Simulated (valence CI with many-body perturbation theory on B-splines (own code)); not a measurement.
# Eu¹⁴⁺ in brief

Level of theory: valence CI with perturbative core correlation (CI+MBPT): three valence electrons over a frozen Dirac-Fock core [Kr] 4d10, a basis of 7 s, 7 p, 7 d, 7 f, 4 g, 2 h functions for each j, with the one-electron correlation potential Σ1 (screened to all orders), the two-electron term Σ2, the three-electron term Σ3, Breit, model QED; selected single and double excitations, second order for the rest, scaled by the run's own slope (own B-spline code, finite nucleus).

No measured spectrum was set against this ion. As an estimate, terms of the open shell hold to a few per cent of their energy, and close levels can change places; configurations with another count of f electrons can be misplaced by thousands of cm⁻¹.

Rates and lifetimes use the calculated energies. Strong lines usually hold to 10 to 20 %, long lifetimes can be off by a factor of two.

**Question.** What is the ground level?

**Answer.** 4f2 5s 4H_7/2, composition 97 % 4f2 5s 4H + 3 % 4f2 5s 2G, g = 0.672.

**Question.** How well does LS coupling describe the low levels?

**Answer.** Among the lowest 20 levels the leading LS term, summed over configurations, holds 88 % on average. For single configurations the figures are 88 % in LS and 72 % in jj coupling. Terms mix most in the J = 9/2 level at 1.682 eV, where the leading one holds 57 %.

**Question.** Among levels below 75.514 eV, which E1 lines absorb most strongly from the ground level?

**Answer.** to 4f2 5p 4G°_5/2 at 35.70 nm, f = 0.169; to 4f2 5p 2G°_7/2 at 37.02 nm, f = 0.146; to 4f2 5p 4H°_9/2 at 37.03 nm, f = 0.145.

**Question.** Where does the other parity begin?

**Answer.** At 4f3 4I°_9/2, 0.301 eV.

**Question.** How is the term 4H of the ground level split?

**Answer.** J = 7/2 at 0.000, J = 9/2 at 0.323, J = 11/2 at 0.838, J = 13/2 at 1.408 eV.
